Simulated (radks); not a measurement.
Task: Method: non-relativistic Kohn-Sham, LB94 model potential, spin-unpolarised, spherical densities, point nucleus; computed with a radial shooting solver on a logarithmic mesh with Libxc functionals. Response by self-consistent Sternheimer equations with the Hartree and adiabatic LDA kernel. For heavy and open-shell atoms this level of theory can miss by tens of per cent. Rank Co, Co6+, Co4+, Co3+, Co5+, Co+, Co2+ (NIST ground configurations) by static dipole polarisability, largest first.

Result: Co 40.60, Co+ 7.127, Co2+ 3.159, Co3+ 1.748, Co4+ 1.122, Co5+ 0.8049, Co6+ 0.6274 bohr^3.
